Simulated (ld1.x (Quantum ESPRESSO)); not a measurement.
Values are calculated unless marked as measured or tabulated.
# Potentials for Al (Z = 13) compared

Generated with ld1.x 7.5 (TM, RRKJ, ultrasoft, PAW), atompaw 4.2 or ONCVPSP 4.0.1. The cutoff is in Ry: for ld1.x and atompaw files where the sum of valence levels is converged to 10 mRy in a Bessel basis, for ONCV files where the hardest occupied wave has 1 mHa per electron of residual kinetic energy. The error is the largest all-electron minus pseudo excitation energy over each file’s own four to seven test configurations (ionisations up to +4, promotions, holes and added fractions of an electron), all of which were solved. The labels leave out finer settings (local radius, basis sizes, second energies), which also bear on the numbers. Spin-polarised tests are not counted. The rows are a selection from randomly drawn settings: files with unsolved tests, undetermined cutoffs or missed reference levels are left out.

| potential | cutoff (Ry) | largest error (meV) | bound ghosts |
| --- | --- | --- | --- |
| ultrasoft, LDA (PZ), non-relativistic, rc 1.10/0.95/1.00 (spd), local smoothed, core correction no, reference 2s2 2p6 3s2 3p0 | 90 | -265 | none |
| TM, revPBE, scalar-relativistic, rc 2.30/2.25/1.80 (spd), local s, core correction yes, reference 3s2 3p1 | 8 | +19 | none |
| PAW, LDA (PZ), scalar-relativistic, rc 2.20/2.35 (sp), local smoothed, core correction yes, reference 3s1 3p2 | 6 | -16 | none |
| TM, LDA (PZ), scalar-relativistic, rc 1.35/2.20 (sp), local s, core correction yes, reference 3s1 3p0 | 35 | +41 | none |
| TM, BLYP, non-relativistic, rc 1.40/2.20/1.95 (spd), local smoothed, core correction yes, reference 3s1 3p0 | 35 | +54 | none |
| TM, BLYP, scalar-relativistic, rc 1.60/2.85/2.35 (spd), local smoothed, core correction no, reference 3s1.5 3p1.5 | 10 | +106 | none |

(1) Fill in the row for Al: TM, PBEsol, non-relativistic, rc 1.85/2.95 (sp), local s, core correction yes, reference 3s2 3p1.

Results:

(1) cutoff 10 Ry, largest error +12 meV, bound ghosts: none.
